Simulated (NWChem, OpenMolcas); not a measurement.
## CH7BNP (SMILES CB(N)P): methods side by side

CH7BNP has 11 atoms, charge 0, and is taken as a singlet. As SMILES, `CB(N)P`. Geometry: relaxed at PBE0-D4/def2-TZVP. This is one conformer, not always the lowest.

Each level gives the HOMO–LUMO gap (eV). The values are calculated.

| level | kind | program | value (eV) | CPU time |
| --- | --- | --- | --- | --- |
| HF/def2-SVP | Hartree–Fock | NWChem | 13.53 | 16 s |
| SVWN5/def2-SVP | LDA | OpenMolcas | 5.16 | 47 s |
| PBE/def2-SVP | GGA | OpenMolcas | 5.25 | 56 s |
| TPSS/def2-SVP | meta-GGA | OpenMolcas | 5.52 | 75 s |
| r2SCAN/def2-SVP | meta-GGA | OpenMolcas | 5.83 | 73 s |
| BHLYP/def2-SVP | global hybrid | OpenMolcas | 9.43 | 54 s |
| PBE0/def2-SVP | global hybrid | OpenMolcas | 7.36 | 60 s |
| B2PLYP/def2-SVP | double hybrid | OpenMolcas | 9.68 | 37 s |

The values span 5.16 to 13.53 eV. Orbital gaps aren't excitation energies, and those of double hybrids come from the SCF part alone; they tend to grow with the share of exact exchange. Times are those of the runs behind each value, whatever else they computed, on shared processors of several kinds: orders of magnitude only.
